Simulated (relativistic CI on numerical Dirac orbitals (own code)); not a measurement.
# Transition arrays of Dy²⁷⁺

Method of calculation: Dirac-Coulomb-Breit CI, separate exchange-only KLI orbitals for each configuration, model QED (radiative potential, 1s self-energy scaled to tabulated hydrogen-like ionisation energies), valence Slater integrals scaled by 0.9, whole transition arrays (own radial code, finite nucleus).

CI space (outside the closed core [Ar] 3d10 4s2): 4p6.4d3, 4p6.4d2.4f, 4p5.4d4, 4p6.4d2.5p, 4p6.4d2.5f. Levels of other configurations are missing.

All E1 lines from the levels of 4p6.4d3; mean and standard deviation are weighted by gf, and upper levels are sorted by their leading configuration.

| Upper configuration | Lines | Σgf | Mean (eV) | Mean (nm) | σ (eV) | Strongest line (nm) |
| --- | --- | --- | --- | --- | --- | --- |
| 4p6.4d2.4f | 582 | 163.3 | 179.80 | 6.896 | 11.54 | 6.564 |
| 4p5.4d4 | 1857 | 445.9 | 190.43 | 6.511 | 14.35 | 6.297 |
| 4p6.4d2.5p | 466 | 35.8 | 345.56 | 3.588 | 5.80 | 3.556 |
| 4p6.4d2.5f | 721 | 96.8 | 479.28 | 2.587 | 5.02 | 2.598 |

Σgf per state of the lower configuration in bins of 0.2 nm over the central range (centre: value): 2.5: 0.50, 2.7: 0.31, 3.5: 0.18, 3.7: 0.12, 5.9: 0.03, 6.1: 0.41, 6.3: 1.67, 6.5: 1.04, 6.7: 1.00, 6.9: 0.16, 7.1: 0.06, 7.3: 0.09, 7.5: 0.15, 7.7: 0.12, 7.9: 0.09, 8.1: 0.04, 8.3: 0.05.

**Question.** How do configuration mixing and the scaling of the Slater integrals move the arrays?

**Answer.** Slater scale 0.9, no configuration mixing: 4p6.4d2.4f 171.8 ± 7.0 eV (Σgf 201.4), 4p5.4d4 177.2 ± 20.2 eV (Σgf 364.4), 4p6.4d2.5p 345.7 ± 5.8 eV (Σgf 39.6), 4p6.4d2.5f 479.3 ± 5.0 eV (Σgf 96.5); Slater scale 1: 4p6.4d2.4f 183.3 ± 12.0 eV (Σgf 147.1), 4p5.4d4 193.1 ± 14.3 eV (Σgf 472.7), 4p6.4d2.5p 345.6 ± 6.0 eV (Σgf 35.4), 4p6.4d2.5f 479.3 ± 5.2 eV (Σgf 96.9); Slater scale 0.8: 4p6.4d2.4f 175.9 ± 11.3 eV (Σgf 166.2), 4p5.4d4 187.7 ± 14.2 eV (Σgf 432.4), 4p6.4d2.5p 345.5 ± 5.7 eV (Σgf 36.3), 4p6.4d2.5f 479.2 ± 4.9 eV (Σgf 96.8). With mixing, levels are counted to their leading configuration, so an array can shrink or vanish into another, and the sums then hold other lines.
